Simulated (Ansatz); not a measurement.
System: sum formula SnCl3F (charge 0, singlet). SMILES: [F][Sn]([Cl])([Cl])[Cl]
Geometry: optimised at B3LYP-D3(BJ)/def2-TZVP (Ansatz, a quantum-chemistry and plane-wave program).

Computed values are from Ansatz. Correlated levels leave the core frozen unless marked. UHF or UKS for open shells. Spin-orbit coupling is left out. The frozen core is the preceding noble-gas configuration, with the filled d and f shells of earlier blocks. In def2 rows, elements after Kr have scalar-relativistic effective core potentials. CBS marks a two-point X^-3 extrapolation of the correlation energy; Hartree-Fock from the larger set.

What is the total energy at CCSD(T)/CBS(def2-TZVPPD,def2-QZVPPD)?

-1692.7482 Eh.

What is the atomisation energy De at CCSD(T)/CBS(def2-TZVPPD,def2-QZVPPD)?

348.5 kcal/mol.

What is the T1 diagnostic at CCSD/def2-QZVPPD?

0.010.

What is the dipole moment at CCSD(T)/def2-SVPD?

1.20 D.
